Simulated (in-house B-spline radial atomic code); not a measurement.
Configurations of Sb II (Sb+), with energies counted from [Kr] 4d10 5s2 5p2. Method: Dirac-Hartree-Fock, average of configuration, Fermi nucleus of rms radius 4.6802 fm. Calculated with a B-spline radial code for spherical atoms. Energies include first-order Breit, QED and recoil terms.

Occupations are held fixed; configurations that lie above the ionisation limit could autoionise.

```
        configuration  E - E(ref) (eV)  highest orbital  its <r> (bohr)
[Kr] 4d10 5s2 5p1 6f1           13.863            6f5/2            23.4
[Kr] 4d10 5s2 5p1 6g1           13.889            6g7/2           21.98
[Kr] 4d10 5s2 5p1 8f1           14.538            8f5/2           44.16
[Kr] 4d10 5s1 5p2 5d1            17.34            5d5/2           4.718
[Kr] 4d10 5s1 5p2 7d1           21.733            7d5/2           16.86
[Kr] 4d10 5s1 5p2 7g1           22.863            7g7/2           31.72
 [Kr] 4d9 5s2 5p2 9g1           48.489            9g7/2           55.71
```

(1) Order these further configurations by energy, lowest first.
A. [Kr] 4d10 5s2 5p1 8d1
B. [Kr] 4d9 5s2 5p2 7s1
C. [Kr] 4d9 5s2 5p2 7f1
D. [Ar] 3d9 4s2 4p6 4d10 5s2 5p2 6g1
E. [Ar] 3d9 4s2 4p6 4d10 5s2 5p2 9g1

(2) How far above the reference does [Kr] 4d9 5s2 5p2 6g1 lie?

(3) How far above the reference does [Ar] 3d9 4s2 4p6 4d10 5s2 5p2 9f1 lie?

## Answers

(1) A (13.871 eV), B (45.104 eV), C (48.025 eV), D (548.22 eV), E (549.06 eV).

(2) 47.649 eV; its least bound orbital is 6g7/2 with <r> = 21.98 bohr.

(3) 549.04 eV; its least bound orbital is 9f5/2 with <r> = 56.45 bohr.
